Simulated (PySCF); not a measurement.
PySCF input for cyclopentene (C5H8), SMILES C1C=CCC1, TDDFT-PBE/def2-SVPD. Geometry: B3LYP-D3(BJ)/def2-SVP. The values are those of a single conformer.

```python
import numpy as np
from pyscf import gto, scf, dft, tdscf

mol = gto.M(
    atom='''
    C    -0.04990208    1.07414629   -0.66923192
    C    -0.04990208    1.07414634    0.66923183
    C     0.10943970   -0.31957847    1.23186710
    C    -0.14442732   -1.22308562    0.00000004
    C     0.10943969   -0.31957856   -1.23186706
    H    -0.11036620    1.96736875   -1.29644360
    H    -0.11036620    1.96736885    1.29644346
    H    -0.58084357   -0.53305993    2.06526470
    H     1.13078180   -0.45340303    1.63796244
    H    -1.19866721   -1.54354042    0.00000006
    H     0.47163561   -2.13457093    0.00000008
    H     1.13078181   -0.45340314   -1.63796241
    H    -0.58084356   -0.53306009   -2.06526467
    ''',
    basis='def2-SVPD',
    charge=0,
    spin=0,
    symmetry=True,
    max_memory=1600,
    verbose=4,
)
mf = dft.RKS(mol, xc='pbe').density_fit(auxbasis='def2-universal-jkfit')
mf.grids.level = 3
mf.conv_tol = 1e-9
mf.max_cycle = 100
mf.kernel()
mf.grids = dft.Grids(mol).set(level=1).build(with_non0tab=True)  # coarser grid for the response kernel
td = tdscf.TDDFT(mf)
td.singlet = True
td.nstates = 10
td.conv_tol = 1e-4
td.positive_eig_threshold = 1e-6
td.kernel(x0=td.get_init_guess(mf, 15))
td.analyze()
tt = tdscf.TDA(mf)
tt.singlet = False
tt.nstates = 4
tt.conv_tol = 1e-4
tt.positive_eig_threshold = 1e-6
tt.kernel(x0=tt.get_init_guess(mf, 9))
tt.analyze(verbose=3)
```

It prints:

```
PySCF version 2.14.0

[INPUT] verbose = 4
[INPUT] num. atoms = 13
[INPUT] num. electrons = 38
[INPUT] charge = 0
[INPUT] spin (= nelec alpha-beta = 2S) = 0
[INPUT] symmetry True subgroup None
[INPUT] Mole.unit = angstrom
[INPUT] Symbol           X                Y                Z      unit          X                Y                Z       unit  Magmom
[INPUT]  1 C     -0.049902080000   1.074146290000  -0.669231920000 AA   -0.094301264246   2.029842305818  -1.264665042617 Bohr   0.0
[INPUT]  2 C     -0.049902080000   1.074146340000   0.669231830000 AA   -0.094301264246   2.029842400304   1.264664872541 Bohr   0.0
[INPUT]  3 C      0.109439700000  -0.319578470000   1.231867100000 AA    0.206811060155  -0.603915783608   2.327891440862 Bohr   0.0
[INPUT]  4 C     -0.144427320000  -1.223085620000   0.000000040000 AA   -0.272928079705  -2.311296848694   0.000000075589 Bohr   0.0
[INPUT]  5 C      0.109439690000  -0.319578560000  -1.231867060000 AA    0.206811041257  -0.603915953683  -2.327891365273 Bohr   0.0
[INPUT]  6 H     -0.110366200000   1.967368750000  -1.296443600000 AA   -0.208561891409   3.717788123528  -2.449923339945 Bohr   0.0
[INPUT]  7 H     -0.110366200000   1.967368850000   1.296443460000 AA   -0.208561891409   3.717788312501   2.449923075384 Bohr   0.0
[INPUT]  8 H     -0.580843570000  -0.533059930000   2.065264700000 AA   -1.097635268515  -1.007337275680   3.902784657732 Bohr   0.0
[INPUT]  9 H      1.130781800000  -0.453403030000   1.637962440000 AA    2.136867908643  -0.856807550748   3.095300413924 Bohr   0.0
[INPUT] 10 H     -1.198667210000  -1.543540420000   0.000000060000 AA   -2.265152741397  -2.916868655996   0.000000113384 Bohr   0.0
[INPUT] 11 H      0.471635610000  -2.134570930000   0.000000080000 AA    0.891262133492  -4.033754451158   0.000000151178 Bohr   0.0
[INPUT] 12 H      1.130781810000  -0.453403140000  -1.637962410000 AA    2.136867927540  -0.856807758618  -3.095300357233 Bohr   0.0
[INPUT] 13 H     -0.580843560000  -0.533060090000  -2.065264670000 AA   -1.097635249617  -1.007337578036  -3.902784601040 Bohr   0.0

nuclear repulsion = 170.820266941972
point group symmetry = Cs
symmetry origin: [-2.98377807e-09 -2.98377806e-09  4.67462326e-17]
symmetry axis x: [ 1.00000000e+00  9.46327242e-10 -1.49293067e-09]
symmetry axis y: [-9.46327225e-10  1.00000000e+00  1.09493032e-08]
symmetry axis z: [ 1.49293068e-09 -1.09493029e-08  1.00000000e+00]
num. orbitals of irrep A' = 90
num. orbitals of irrep A" = 74
number of shells = 72
number of NR pGTOs = 230
number of NR cGTOs = 164
basis = def2-SVPD
ecp = {}


[settings echo left out]
init E= -195.134901218007
HOMO (A') = -0.294085798335122  LUMO (A") = -0.0932368872176594  gap/eV = 5.46538
cycle= 1 E= -194.852480530218  delta_E= 0.282  |g|= 0.485  |ddm|= 5.71
HOMO (A') = -0.126535997094773  LUMO (A') = 0.0322684526046086  gap/eV = 4.32129
cycle= 2 E= -194.732534780183  delta_E= 0.12  |g|= 0.828  |ddm|= 2.05
HOMO (A') = -0.208992303914224  LUMO (A") = -0.0175254874032951  gap/eV = 5.21008
cycle= 3 E= -194.923213073723  delta_E= -0.191  |g|= 0.0553  |ddm|= 1.35
HOMO (A') = -0.211312406575243  LUMO (A") = -0.0193720526414776  gap/eV = 5.22296
cycle= 4 E= -194.923949926787  delta_E= -0.000737  |g|= 0.0104  |ddm|= 0.211
HOMO (A') = -0.210132717776118  LUMO (A") = -0.0179792008963551  gap/eV = 5.22876
cycle= 5 E= -194.923963574397  delta_E= -1.36e-05  |g|= 0.00734  |ddm|= 0.0331
HOMO (A') = -0.210667705346386  LUMO (A") = -0.0186038508633359  gap/eV = 5.22632
cycle= 6 E= -194.923977963135  delta_E= -1.44e-05  |g|= 0.000506  |ddm|= 0.0148
HOMO (A') = -0.210674859925673  LUMO (A") = -0.0186185919419977  gap/eV = 5.22612
cycle= 7 E= -194.923978031954  delta_E= -6.88e-08  |g|= 7.18e-05  |ddm|= 0.00141
HOMO (A') = -0.210680787041365  LUMO (A") = -0.0186217906029853  gap/eV = 5.22619
cycle= 8 E= -194.923978032881  delta_E= -9.27e-10  |g|= 4.78e-05  |ddm|= 0.000287
HOMO (A') = -0.210682988810809  LUMO (A") = -0.0186241421945992  gap/eV = 5.22619
cycle= 9 E= -194.923978033432  delta_E= -5.51e-10  |g|= 8.79e-06  |ddm|= 7.75e-05
HOMO (A') = -0.210682361458228  LUMO (A") = -0.0186234753519496  gap/eV = 5.22619
Extra cycle  E= -194.923978033414  delta_E= 1.76e-11  |g|= 1.23e-05  |ddm|= 3.42e-05
converged SCF energy = -194.923978033414
tot grids = 45680
Overwritten attributes  positive_eig_threshold  of <class 'pyscf.tdscf.rks.CasidaTDDFT'>


******** <class 'pyscf.tdscf.rks.CasidaTDDFT'> for <class 'pyscf.df.df_jk.DFSymAdaptedRKS'> ********
nstates = 10 singlet
deg_eia_thresh = 1.000e-03
wfnsym = None
conv_tol = 0.0001
eigh lindep = 1e-12
eigh level_shift = 0
eigh max_cycle = 100


Excitation energies (eV)
[5.94563867 6.47989702 6.73767254 6.79707672 7.07043005 7.4567483
 7.54709486 7.75559808 7.86301209 7.93977022]

** Singlet excitation energies and oscillator strengths **
Excited State   1:   A'      5.94564 eV    208.53 nm  f=0.0020
      19 -> 21       -0.70692
Excited State   2:   A"      6.47990 eV    191.34 nm  f=0.1636
      15 -> 20       -0.12596
      18 -> 20       -0.21299
      19 -> 20       -0.65259
Excited State   3:   A"      6.73767 eV    184.02 nm  f=0.0017
      19 -> 22       -0.70526
Excited State   4:   A'      6.79708 eV    182.41 nm  f=0.0072
      19 -> 23       -0.70673
Excited State   5:   A'      7.07043 eV    175.36 nm  f=0.0433
      19 -> 24       -0.70429
Excited State   6:   A'      7.45675 eV    166.27 nm  f=0.0126
      19 -> 25       -0.70488
Excited State   7:   A"      7.54709 eV    164.28 nm  f=0.0003
      19 -> 26        0.70312
Excited State   8:   A'      7.75560 eV    159.86 nm  f=0.0001
      16 -> 20       -0.17483
      17 -> 20        0.67900
Excited State   9:   A"      7.86301 eV    157.68 nm  f=0.0032
      15 -> 20       -0.45085
      18 -> 20        0.53018
Excited State  10:   A'      7.93977 eV    156.16 nm  f=0.0077
      16 -> 20        0.51441
      19 -> 27       -0.47641

** Transition electric dipole moments (AU) **
state          X           Y           Z        Dip. S.      Osc.
  1         0.0259      0.1151     -0.0000      0.0139      0.0020
  2         0.0000     -0.0000      1.0150      1.0303      0.1636
  3         0.0000     -0.0000      0.1016      0.0103      0.0017
  4         0.2029     -0.0436     -0.0000      0.0431      0.0072
  5        -0.4185      0.2739     -0.0000      0.2502      0.0433
  6        -0.1573     -0.2098     -0.0000      0.0688      0.0126
  7        -0.0000      0.0000     -0.0403      0.0016      0.0003
  8         0.0115     -0.0124     -0.0000      0.0003      0.0001
  9         0.0000     -0.0000      0.1290      0.0166      0.0032
 10        -0.1965     -0.0339      0.0000      0.0398      0.0077

** Transition velocity dipole moments (imaginary part, AU) **
state          X           Y           Z        Dip. S.      Osc.
  1         0.0140      0.0236      0.0000      0.0008      0.0023
  2         0.0000     -0.0000      0.2378      0.0565      0.1583
  3        -0.0000      0.0000      0.0251      0.0006      0.0017
  4         0.0665     -0.0064     -0.0000      0.0045      0.0119
  5        -0.1134      0.0689     -0.0000      0.0176      0.0452
  6        -0.0516     -0.0545      0.0000      0.0056      0.0137
  7         0.0000     -0.0000     -0.0114      0.0001      0.0003
  8         0.0047     -0.0035     -0.0000      0.0000      0.0001
  9         0.0000     -0.0000      0.0369      0.0014      0.0031
 10        -0.0624     -0.0109     -0.0000      0.0040      0.0092

** Transition magnetic dipole moments (imaginary part, AU) **
state          X           Y           Z
  1         0.0000      0.0000      0.4619
  2        -1.4548     -0.0920      0.0000
  3         0.0215     -0.4385      0.0000
  4         0.0000     -0.0000      0.4834
  5         0.0000      0.0000      0.0982
  6        -0.0000     -0.0000      0.2230
  7        -0.1137      0.2068     -0.0000
  8        -0.0000      0.0000      0.6160
  9        -0.1912      0.1714      0.0000
 10        -0.0000      0.0000      0.3611
Overwritten attributes  positive_eig_threshold  of <class 'pyscf.tdscf.rks.TDA'>


******** <class 'pyscf.tdscf.rks.TDA'> for <class 'pyscf.df.df_jk.DFSymAdaptedRKS'> ********
nstates = 4 triplet
deg_eia_thresh = 1.000e-03
wfnsym = None
conv_tol = 0.0001
eigh lindep = 1e-12
eigh level_shift = 0
eigh max_cycle = 100


Excitation energies (eV)
[4.27064581 5.84482272 6.66450879 6.72357708]

** Triplet excitation energies and oscillator strengths **
Excited State   1:   A"      4.27065 eV    290.32 nm  f=0.0000
Excited State   2:   A'      5.84482 eV    212.13 nm  f=0.0000
Excited State   3:   A"      6.66451 eV    186.04 nm  f=0.0000
Excited State   4:   A'      6.72358 eV    184.40 nm  f=0.0000
```

Self-consistency was reached.
